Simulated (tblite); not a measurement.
Compound: C4H11NO3Si.
Cartesian coordinates in Å at the GFN2-xTB level; atoms count from 1:
```
atom  x, y, z in Å
C1    -1.9317   -1.2915   -0.1676
N2    -1.3996    0.0493   -0.2230
C3    -2.4340    1.0497   -0.1072
Si4    0.1784    0.4282    0.3315
O5     0.4950    1.9399   -0.1505
C6     1.4040   -0.7609   -0.5481
C7     2.7182   -0.1207   -0.3876
O8     3.0306    0.9550   -0.8525
O9     3.5537   -0.8037    0.4084
H10   -2.4321   -1.4901    0.7874
H11   -1.1305   -2.0131   -0.2970
H12   -2.6626   -1.4273   -0.9687
H13   -3.1566    0.9284   -0.9176
H14   -2.9671    0.9688    0.8468
H15   -1.9832    2.0339   -0.1732
H16    0.4182    0.3491    1.7822
H17    1.3500    2.0850   -0.5679
H18    1.1401   -0.7954   -1.6016
H19    1.4218   -1.7609   -0.1317
H20    4.3824   -0.3130    0.5254
```

Method: GFN2-xTB as coded in tblite; computed harmonic values from a numerical Hessian at the method's own geometry, unscaled. The method is semi-empirical: single wavenumbers can be off by several per cent or more. Modes of hydrogen on silicon can be 10 to 20 % off. One conformer, not necessarily the lowest.

Harmonic wavenumbers (cm⁻¹): 46.5, 51.1, 69.7, 108.5, 163.0, 172.9, 208.2, 212.8, 243.9, 292.7, 310.7, 385.1, 407.7, 474.6, 545.5, 588.3, 662.4, 679.8, 694.9, 746.6, 759.8, 805.7, 898.2, 927.9, 946.7, 1042.1, 1049.5, 1058.2, 1089.1, 1130.9, 1150.8, 1160.4, 1205.6, 1264.8, 1310.6, 1413.1, 1422.7, 1438.0, 1478.7, 1487.4, 1496.7, 1507.7, 1737.7, 2185.5, 2901.2, 2906.4, 2960.0, 2964.0, 3020.2, 3045.7, 3063.6, 3067.3, 3446.9, 3489.1.

A = 2852, B = 778.7, C = 660.9 MHz; mass 149.051 u (most abundant isotopes); point group C1, symmetry number 1.

Problem. Zero-point energy?

Solution. ½Σν̃ = 33949 cm⁻¹ = 97.06 kcal/mol.

Problem. What is S at 200 K and 1 bar for an ideal gas of classical rigid rotors and harmonic oscillators?

Solution. Translation 38.95, rotation 28.58, vibration 25.04: S = 92.6 cal/(mol K).

Problem. And Cp and H(200 K) − H(0)?

Solution. Cp = 33.48 cal/(mol K), of which vibrations give 25.53 (their classical limit is 54 R = 107.3); H(200 K) − H(0) = 4.27 kcal/mol without the zero-point energy, 2.68 from vibrations.

Problem. Which modes carry the vibrational entropy at 200 K?

Solution. 46.5 cm⁻¹: 4.17; 51.1 cm⁻¹: 3.99; 69.7 cm⁻¹: 3.38; 108.5 cm⁻¹: 2.53; 163.0 cm⁻¹: 1.78; 172.9 cm⁻¹: 1.68 cal/(mol K); the other 48 give 7.51 together.

Problem. Blend soft modes into free rotors: weight 1/[1 + (100 cm⁻¹/ν̃)⁴] for the oscillator and the rest for a rotor with moment μB/(μ + B), μ = h/(8π²ν), B = 10⁻⁴⁴ kg m². What vibrational entropy results?

Solution. 22.92 cal/(mol K) in place of 25.04, which changes −T·S at 200 K by +0.42 kcal/mol.

Hindered rotation and anharmonicity are outside this model. Other conformers, if any are populated, would add a mixing term that is left out. The structure is chiral; the term R ln 2 for an equal mix with its mirror image is left out.

Time: 0.87 s of wall time. Hardware: one thread of an Arm Neoverse V1 (shared host). This covers the Hessian and the dipole derivatives.
